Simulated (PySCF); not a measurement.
2-fluorocyclopenta-1,3-diene (C₅H₅F), SMILES FC1=CCC=C1.

Geometry optimised at PBE0-D3(BJ)/def2-SVP. Other conformers were not sampled.

Two levels are set side by side: TDA-PBE/def2-SVPD (PySCF) and TDA-PBE0/def2-SVPD (PySCF). Vertical, same geometry. The lowest singlet is HOMO→LUMO 84 % with PBE and HOMO→LUMO 93 % with the other functional; states are paired by order. Differences are taken from unrounded values.

```json
[
 {"quantity": "lowest singlet excitation (eV)", "TDA-PBE0": "5.48"},
 {"quantity": "lowest triplet excitation (TDA) (eV)", "TDA-PBE0": "3.10"},
 {"quantity": "first bright state (f over 0.05) (eV)", "TDA-PBE0": "5.48"},
 {"quantity": "its oscillator strength", "TDA-PBE0": "0.12"}
]
```

Task: What does TDA-PBE give, and how far is it from TDA-PBE0? (Estimate from the structure and the level; the computed values follow.)

Result: 
```
quantity                               TDA-PBE  TDA-PBE minus TDA-PBE0
-------------------------------------  -------  ----------------------
lowest singlet excitation (eV)            5.18                   -0.30
lowest triplet excitation (TDA) (eV)      3.15                    0.05
first bright state (f over 0.05) (eV)     5.18                   -0.30
its oscillator strength                   0.10                   -0.03
```

A lower first singlet is the usual sign of a functional without exact exchange. Differences between two approximate levels are no errors against the true value.

Rough cost on one machine, each run with all the roots and properties that it gave: TDA-PBE0 against TDA-PBE about 3 times.
